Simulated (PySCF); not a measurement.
# (((2-Mercapto)cyclopentyl)methyl)methylphenylphosphine oxide (C13H19OPS): Computed beside measured shifts

System: (((2-Mercapto)cyclopentyl)methyl)methylphenylphosphine oxide (C13H19OPS), SMILES C[P@@](=O)(C[C@H]1CCC[C@@H]1S)c1ccccc1.

Atom-mapped SMILES (hydrogens are numbered by the atom that bears them): [CH3:1][P@@:2](=[O:3])([CH2:4][C@H:5]1[CH2:6][CH2:7][CH2:8][C@@H:9]1[SH:10])[c:11]1[cH:12][cH:13][cH:14][cH:15][cH:16]1

Computed with GIAO PBE0/pcSseg-2, gas phase, PySCF SCF with an in-house response code, fitting set def2-universal-JFIT up to Ne and JKFIT beyond, grid level 2, non-relativistic, on the PBE0-D3(BJ)/def2-SVP geometry.

One optimised conformer. Values are averaged over the atoms that symmetry or fast rotation interchanges, on this one geometry and without vibrational averaging. Shifts are the reference shielding less the shielding here, at the same level (13C, 1H against isolated TMS; 17O against isolated H2O; 31P against isolated H3PO4; 33S against isolated CS2); nuclei without a reference have shieldings only.

Question: What shifts does this level give for P2, and how do they compare with measurement?

Answer: 
| atom | nucleus | computed / ppm | measured / ppm | computed less measured | measured against | medium of the measurement |
| --- | --- | --- | --- | --- | --- | --- |
| P2 | 31P | 17.3 | 37.65 | -20.3 | 85 % H3PO4 | CDCl3 |

Computed 19F and 31P shifts carry an offset from the reference molecule (CFCl3 is hard for DFT, lone H3PO4 or PH3 isn't the 85 % acid), so differences between compounds are more accurate than the values.

Measured values:  License and Terms: This is a supporting information file under the terms of the Creative Commons Attribution .
